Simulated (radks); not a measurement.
Charge is removed step by step from the 1s1/2 level of Nb38+, starting from [He] 2s1. All-electron calculation, Dirac Kohn-Sham, PBEsol, spin-unpolarised, spherical densities, finite nucleus; Fermi nuclear charge, rms radius 4.324 fm. Program: a radial shooting solver on a logarithmic mesh with Libxc functionals.

| removed (e) | E - E(0) (eV) | eigenvalue (eV) | E minus straight line (eV) |
|---|---|---|---|
| 0 | 0.000 | -22180 | 0.000 |
| 0.1 | 2221.2 | -22244 | -28.591 |
| 0.2 | 4448.8 | -22308 | -50.777 |
| 0.3 | 6682.8 | -22372 | -66.573 |
| 0.4 | 8923.2 | -22436 | -75.996 |
| 0.5 | 11169.9 | -22499 | -79.065 |
| 0.6 | 13423.0 | -22562 | -75.801 |
| 0.7 | 15682.4 | -22625 | -66.231 |
| 0.8 | 17948.0 | -22688 | -50.383 |
| 0.9 | 20220 | -22750 | -28.292 |
| 1 | 22498 | -22812 | 0.000 |

Removing the whole electron costs 22498 eV by Delta-SCF, against 22180 eV from minus the eigenvalue at the starting occupation. Slater's transition state (half an electron removed) gives 22499 eV. Integrating minus the eigenvalue over the occupation (Janak's theorem) gives 22498 eV. The mean slope of the eigenvalue, de/dn, is 632 eV per electron.
